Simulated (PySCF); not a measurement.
Molecule: SMILES [SiH2-]c1ccco1, [C₄H₅OSi]-.

Bonds (- single, = double, # triple, : aromatic): Si1-C2, C2:C3, C3:C4, C4:C5, C5:O6, O6:C2. Si1 carries H7, H8; C3 carries H9; C4 carries H10; C5 carries H11. Formal charges: Si1 -1.

Total charge -1.

Frames of a GFN2-xTB Langevin trajectory at 400 K; GIAO PBE0/pcSseg-1 shieldings in PySCF, gas phase, non-relativistic; equivalent atoms averaged within each frame.

Shifts are taken against calculated references (same method and geometry level): TMS for 29Si (349.16 ppm), 13C (186.93 ppm), 1H (31.72 ppm); H2O for 17O (336.08 ppm). The references are static minima.

Q: How do the shifts (ppm) fluctuate along the trajectory?

A: 
```
         time (fs)     Si1     C2     C5     C4     C3     O6   H11    H9   H10  H7/H8
               250  -115.9  188.2  139.9  110.4  107.5  313.5  7.28  6.19  6.17   3.88
               425  -110.8  214.5  149.8  122.4  113.8  335.2  7.72  6.30  6.68   4.05
               625  -125.1  191.6  143.4  113.2  107.9  323.9  7.07  5.22  5.93   3.53
               800  -107.6  202.2  145.1  118.7  126.1  332.9  8.10  7.35  6.44   4.13
              1000  -117.9  188.6  145.8  111.9  107.2  337.5  6.92  5.15  6.00   3.89
    mean of frames  -115.5  197.0  144.8  115.3  112.5  328.6  7.42  6.04  6.24   3.90
standard deviation     6.8   11.3    3.6    5.0    8.1    9.9  0.49  0.90  0.31   0.23
```

5 frames give an uncertainty of the mean of about the standard deviation over 2.2 at best, since frames this close in time may not be independent; classical motion lacks zero-point vibration, and the reference would need the same averaging.
